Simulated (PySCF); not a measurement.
# Electronic structure of Tl⁵⁵⁺ (thallium, charge +55) at the UHF level

Configuration: [Ar] 3d8, high-spin 3F determinant. Calculation: PySCF 2.14, in an even-tempered Gaussian basis (17 s from 14 bohr⁻², ratio 2.5; 13 p from 18 bohr⁻², ratio 2.5; 7 d from 18 bohr⁻², ratio 2.5; 4 f from 73 bohr⁻², ratio 2.7; 3 g from 110 bohr⁻², ratio 2.7); the spin-free X2C one-electron Hamiltonian (Gaussian nucleus).

| Quantity | Value |
| --- | --- |
| Total energy | -17667.711282 hartree |
| One-electron energy | -20198.5762 hartree |
| Hartree (Coulomb) energy | 2788.9235 hartree |
| Exchange energy | -258.0586 hartree |
| ⟨S²⟩ | 2.0001 |
| ⟨L²⟩ | 12.001 |
| Sum of ⟨r⟩ | 3.147 bohr |
| Sum of ⟨r²⟩ | 0.5349 bohr² |

```
shell  electrons  mean orbital energy (eV)  spread (eV)  rms radius, mean of both spins (bohr)
 1s α          1                  -89400.2            0                                 0.0184
 1s β          1                  -89399.9            0                                 0.0184
 2s α          1                  -18786.9            0                                 0.0740
 2s β          1                  -18767.5            0                                 0.0740
 2p α          3                  -16694.8            0                                 0.0680
 2p β          3                  -16674.6            0                                 0.0680
 3s α          1                   -6830.6            0                                  0.184
 3s β          1                   -6806.5            0                                  0.184
 3p α          3                   -6210.2            0                                  0.185
 3p β          3                   -6181.0            0                                  0.185
 3d α          5                   -5583.7        8.665                                  0.167
 3d β          3                   -5567.7            0                                  0.167
```

Spin-orbit coupling is strong in this species (close to jj coupling), so the high-spin LS determinant is a model state, not a physical level.

Densities and radii are taken from the X2C orbitals without a picture-change correction, which distorts them close to the nucleus.

Spin-orbit constants ζ (cm⁻¹) from the X2C one-electron operator on these orbitals: bare nucleus, nucleus screened by l(l+1)(2l+1)/3 electrons, and screened by the Breit-Pauli mean field of the electrons.

| shell | bare | screened nucleus | mean field |
| --- | --- | --- | --- |
| 2p | 10290000 | 10030000 | 9949000 |
| 3p | 2486000 | 2425000 | 2405000 |
| 3d | 390600 | 342300 | 337100 |

To first order the Landé constant is A = -168600 cm⁻¹, so the lowest level has J = 4 and lies 62.7 eV below the centre of the term. This holds in LS coupling only, and this species is close to jj coupling.
